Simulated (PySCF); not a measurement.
# How methods differ on the excitation energy of Mo²⁺

Mo²⁺ [Kr] 4d4 (5D) → Mo²⁺ [Kr] 4d3 5p1 (high-spin determinant), as a difference of total energies. Computed with PySCF 2.14 in ANO-RCC-VTZP (7s6p4d2f1g, 68 functions), with the spin-free X2C one-electron Hamiltonian (Gaussian nucleus). Correlated levels: valence: [Kr] frozen. The calculations carry no spin-orbit coupling.

```tsv
method	excitation energy (cm⁻¹)
UHF	74677
MP2 (valence)	76827
SCS-MP2 (valence)	75394
CCSD (valence)	76494
CCSD(T) (valence)	76360
```

A first-order spin-orbit estimate (lowest level to lowest level, LS coupling) adds -0.145 eV.

The basis was made for the ground configuration and has no added diffuse functions, so the excitation energy can come out too high.

The determinant of the upper state mixes LS terms, which raises its energy above the lowest term, most at the Hartree-Fock and MP2 levels.
